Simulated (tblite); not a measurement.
Compound: C₃H₉F₂Si₂ (doublet state).
Z-matrix (Å and degrees, GFN2-xTB geometry), rows numbered from 1:
```
C 
C   1  1.5282
C   2  1.5313  1  110.48
Si  3  1.8993  2  115.73  1   -67.25
F   4  1.6327  3  105.96  2   -80.72
Si  2  1.9085  1  111.55  3  -125.72
F   6  1.6174  2  105.91  1   -67.21
H   1  1.0904  2  110.36  3    61.46
H   1  1.0876  2  110.66  3  -178.30
H   1  1.0900  2  110.77  3   -58.18
H   2  1.0984  1  107.19  3   116.63
H   3  1.0930  2  109.21  1    55.87
H   3  1.0947  2  109.02  1   172.08
H   4  1.4573  3  116.24  2   167.15
H   6  1.4548  2  112.35  1   179.40
H   6  1.4540  2  112.69  1    46.37
```

Method: GFN2-xTB as coded in tblite; computed harmonic values from a numerical Hessian at the method's own geometry, unscaled. Errors from tens to a few hundred cm⁻¹ against measured bands are possible. Modes of hydrogen on silicon can be 10 to 20 % off. One conformer, not necessarily the lowest. Open shells enter through the occupations alone, without spin polarisation, and single modes of such species can be off by tens of per cent.

Harmonic wavenumbers (cm⁻¹): 38.6, 56.0, 74.8, 137.6, 165.2, 190.0, 236.0, 271.1, 323.6, 432.5, 513.3, 545.6, 587.2, 605.8, 658.1, 718.7, 728.1, 748.4, 766.0, 801.8, 805.4, 959.6, 1009.9, 1046.2, 1117.0, 1172.6, 1227.5, 1293.7, 1310.1, 1412.5, 1472.3, 1494.9, 1506.8, 2291.5, 2329.3, 2342.4, 2892.5, 2927.8, 2956.9, 2990.6, 3004.4, 3036.5.

A = 2644, B = 1064, C = 848.2 MHz; mass 139.021 u (most abundant isotopes); point group C1, symmetry number 1; spin multiplicity 2.

Task: Zero-point energy?

Result: ½Σν̃ = 24599 cm⁻¹ = 294.27 kJ/mol.

Task: Entropy at 350 K, 1 bar (ideal gas, RRHO, classical rotation)?

Result: Translation 173.73, rotation 124.55, vibration 153.52, spin (R ln 2) 5.76: S = 457.6 J/(mol K).

Task: And Cp and H(350 K) − H(0)?

Result: Cp = 177.87 J/(mol K), of which vibrations give 144.61 (their classical limit is 42 R = 349.2); H(350 K) − H(0) = 38.57 kJ/mol without the zero-point energy, 26.93 from vibrations.

Task: Blend soft modes into free rotors: weight 1/[1 + (100 cm⁻¹/ν̃)⁴] for the oscillator and the rest for a rotor with moment μB/(μ + B), μ = h/(8π²ν), B = 10⁻⁴⁴ kg m². What vibrational entropy results?

Result: 137.73 J/(mol K) in place of 153.52, which changes −T·S at 350 K by +5.52 kJ/mol.

Task: How do the functions run with temperature in this model?

Result: 
| T (K) | S (J/(mol K)) | Cp (J/(mol K)) | H − H(0) (kJ/mol) | G − H(0) (kJ/mol) | ln q(vib) |
| --- | --- | --- | --- | --- | --- |
| 150 | 342.8 | 101.7 | 10.40 | -41.02 | 3.71 |
| 250 | 404.0 | 141.4 | 22.56 | -78.45 | 6.52 |
| 298.15 | 430.5 | 159.7 | 29.81 | -98.55 | 7.83 |
| 400 | 482.4 | 193.7 | 47.87 | -145.08 | 10.52 |
| 600 | 570.9 | 242.8 | 91.85 | -250.67 | 15.52 |
| 900 | 678.9 | 289.2 | 172.24 | -438.75 | 22.29 |

q(vib) and H(0) count from the zero-point level.

Task: What must be added to the electronic energy to get the Gibbs energy at 350 K and 1 bar?

Result: ZPE + [H(350 K) − H(0)] − T·S = 294.27 + 38.57 − 160.15 = 172.69 kJ/mol.

Task: Which modes carry the vibrational entropy at 350 K?

Result: 38.6 cm⁻¹: 23.63; 56.0 cm⁻¹: 20.54; 74.8 cm⁻¹: 18.15; 137.6 cm⁻¹: 13.16; 165.2 cm⁻¹: 11.69; 190.0 cm⁻¹: 10.58 J/(mol K); the other 36 give 55.76 together.

Hindered rotation and anharmonicity are outside this model. Other conformers, if any are populated, would add a mixing term that is left out. The structure is chiral; the term R ln 2 for an equal mix with its mirror image is left out.
